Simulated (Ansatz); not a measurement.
```yaml
atoms:
  - { symbol: C, position_ang: [0.0096, 0.4861, -0.3233] }
  - { symbol: H, position_ang: [-0.0090, 1.4919, 0.1928] }
  - { symbol: O, position_ang: [0.0086, -0.5464, 0.2215] }
```

Basis set: 6-31G* (spherical functions). Left uncorrelated: 2 orbitals. Charge 0, multiplicity 2.

Computed with Ansatz (development build ahead of 0.2.0); each method stands on the lowest determinant of its kind that the runs found.

(1) Give the atomization energy at this shape (free ground-state atoms in the same class of orbitals less the molecule, no zero-point energy) of doublet CHO by UHF-MP2, UHF.

## Answers

(1)

| method | atomization energy |
| --- | --- |
| UHF-MP2 | 11.43 eV |
| UHF | 7.74 eV |
